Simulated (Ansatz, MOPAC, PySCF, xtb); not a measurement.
Complex: HI (SMILES I) (first 2 atoms) with C3H8 (SMILES CCC); geometry from B3LYP-D3(BJ)/def2-TZVP, rigid monomers moved along the line of their centres of mass till H2···C3 is 2.54 Å.
(charge 0, multiplicity 1):
```xyz
13

I     -0.07539    -0.14269    -0.62459
H      0.20738    -0.56264     0.90848
C      0.62463    -1.17799     3.34109
C     -0.00343    -0.03097     4.12829
C     -0.63084     1.03185     3.23028
H      1.06725    -1.92679     4.00041
H     -0.12221    -1.68567     2.72411
H      1.41706    -0.81346     2.68130
H      0.75771     0.43151     4.76333
H     -0.76350    -0.43060     4.80585
H     -1.07269     1.84021     3.81549
H      0.11315     1.47427     2.56321
H     -1.41988     0.60538     2.60594
```

Counterpoise-corrected where a basis set is named; no monomer relaxation. Rows marked so take none.

Correlated levels freeze the cores. Filled d and f shells under p-block atoms count as core. Rows in STO-3G carry no dispersion term and start afresh at each structure; the Pople sets are all-electron and without relativity. The state that AM1 reach isn't checked.

Run with Ansatz (Gaussian basis) for Hartree–Fock, density functionals and correlated methods; MOPAC for AM1 (differences of heats of formation); PySCF for STO-3G rows, the dispersion terms; xtb for the GFN methods. Each number belongs to the level named beside it. In def2 rows elements past Kr take small-core potentials, without spin–orbit coupling.

```tsv
level	interaction energy (kcal/mol)
AM1	-0.08
GFN1-xTB	0.00
HF/STO-3G (no counterpoise)	2.46
HF/def2-SVPD	2.87
PBE-D4/def2-TZVPPD	-1.12
r2SCAN-D3(BJ)/def2-TZVPPD	-1.06
wB97X-V/def2-TZVPPD	…
SCS-MP2/def2-SVPD	…
CCSD(T)/def2-SVPD	0.01
```

Q: Fill in the missing entries.

A: 
- wB97X-V/def2-TZVPPD, interaction energy (kcal/mol): -0.77
- SCS-MP2/def2-SVPD, interaction energy (kcal/mol): 0.47

Ansatz is an electronic-structure program.
